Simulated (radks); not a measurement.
Results of a calculation; reference values are marked as such.
Neutral molybdenum inside a hard spherical wall (all orbitals vanish at R), configuration held at [Kr] 4d5 5s1 and not refilled when levels cross. Code: a radial shooting solver on a logarithmic mesh with Libxc functionals. Model: scalar-relativistic Kohn-Sham, PBE, spin-polarised, spherical densities, point nucleus; open shells are filled with parallel spins first (spin-orbit coupling, left out, can overturn this in heavy ions). Eigenvalues in eV for spin up, with the zero of energy where the potential of the charges vanishes at infinity; a dash marks a level that is unbound or too diffuse for the functional's potential to be trusted. A positive occupied level is held by the wall or, in an anion where self-interaction has pushed it up, behind a barrier. The pressure on the wall is -dE/dV.

R (bohr)  E (hartree)  kinetic (hartree)    e(4s)    e(4p)   e(5s)   e(4d)  e(5p, empty)  e(6s, empty)  pressure (GPa)
free      -4048.78913           4174.680  -64.800  -39.088  -4.613  -4.571        -1.300             -               0
20        -4048.78913           4174.680  -64.800  -39.088  -4.613  -4.571        -1.300             -        < 0.0001
15        -4048.78913           4174.680  -64.800  -39.088  -4.613  -4.570        -1.293         0.250        < 0.0001
8         -4048.78439           4174.716  -64.553  -38.844  -4.382  -4.350        -0.609         4.840           0.190
7         -4048.77494           4174.774  -64.227  -38.523  -4.047  -4.064         0.060         7.958           0.747
6         -4048.74592           4174.928  -63.488  -37.803  -3.211  -3.419         1.488        13.694            3.17
5         -4048.65160           4175.357  -61.806  -36.184  -1.008  -1.923         4.816        25.213            15.4
3         -4046.76075           4182.455  -48.364  -23.276  28.625  12.627        42.385        123.25             852
2.5       -4043.94106           4192.662  -37.306  -11.868  62.774  26.968        81.488        210.46            3420
1.5       -4002.54862           4317.103   62.495   98.218  387.86  157.00        420.11        875.95          130000
